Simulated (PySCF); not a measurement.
## Ionisation energy of Cd⁺ by level of theory

Cd⁺ [Kr] 4d10 5s1 [5s1/2^1, M_J = 1/2] → Cd²⁺ [Kr] 4d10, as a difference of total energies. Calculation: PySCF 2.14, in x2c-QZVPPall-2c (13s12p9d4f2g, 140 functions); the two-component X2C-1e Hamiltonian. Correlated levels: [Ar] 3d10 frozen; the 34 highest virtual spinors dropped. "Screened" scales the spin-orbit matrix elements by Boettger's factors to mimic the two-electron term; Breit and QED terms are absent.

```json
{"method": "GHF (spin-free)", "ionisation energy (eV)": "15.572"}
{"method": "GMP2 (spin-free)", "ionisation energy (eV)": "16.984"}
{"method": "GHF (screened spin-orbit)", "ionisation energy (eV)": "15.574"}
{"method": "GMP2 (screened spin-orbit)", "ionisation energy (eV)": "16.987"}
```

Task: How much does correlation contribute at GMP2 (screened spin-orbit)?

Result: 16.987 − (15.574) = 1.413 eV, measured against GHF (screened spin-orbit).

For comparison: 16.908 eV (measured; NIST Atomic Spectra Database, ionization energies).
